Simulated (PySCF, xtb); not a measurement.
C2H7AlSe, SMILES [SeH][Al]([CH3])[CH3].

xtb with GFN2-xTB at its own geometry gives an orbital gap of 3.95 eV and a dipole moment of 3.67 D.

Geometry: TPSSh-D3(BJ)/def2-SVP. The structure was generated by enumeration; whether it is a known compound was not checked. The values are those of a single conformer.

Task: What does PBE/def2-TZVP in PySCF give? (The exact figures need the calculation; the answer reports its results.)

Result: gap 4.60 eV (levels -5.96 and -1.36 eV), dipole 1.54 D.
